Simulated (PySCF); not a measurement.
# Ionising BiPb

ROHF; Bi cc-pVDZ-PP with ECP60, Pb cc-pVDZ-PP with ECP60; scalar-relativistic core potentials (PySCF 2.14). Neutral (ROHF): doublet (π ↑), Re = 2.757 Å, ωe = 175 cm⁻¹, De = -0.21 eV, HOMO -6.45 eV, LUMO -0.11 eV.

BiPb⁺ (UHF): triplet (π ↑↑), Re = 3.014 Å, ωe = 104 cm⁻¹. The energies at the minima are -405.40837 hartree for BiPb and -405.20236 for BiPb⁺.

Q: Work out the adiabatic ionisation energy, without and with harmonic zero-point energies (1 hartree = 27.2114 eV, 1 eV = 8065.5 cm⁻¹), and the change of the bond length.

A: At HF: 0.20601 hartree = 5.606 eV between the minima; the zero-point term (104.0 − 175.0)/2 cm⁻¹ = -0.004 eV makes it 5.601 eV. Re changes by +25.7 pm against the neutral. The electron leaves a π orbital, and the longer bond of the ion fits a bonding orbital, or a change in how ionic the bond is.

UHF and ROHF references stand side by side, which adds small steps between rows. Spin–orbit coupling is left out, which matters for elements this heavy, above all for dissociation energies. UHF is strongly spin-contaminated for BiPb, so the ROHF reference used there is far from stable. Hartree–Fock leaves out correlation, which carries a large part of most bond energies and some tenths to 1 eV of ionisation energies. A negative De means that the minimum lies above the separated atoms at that level. States were picked by a PBE0 search and need not be the measured ground states.

Neutral and ion stand on different kinds of reference determinant, which adds to the error of the difference.
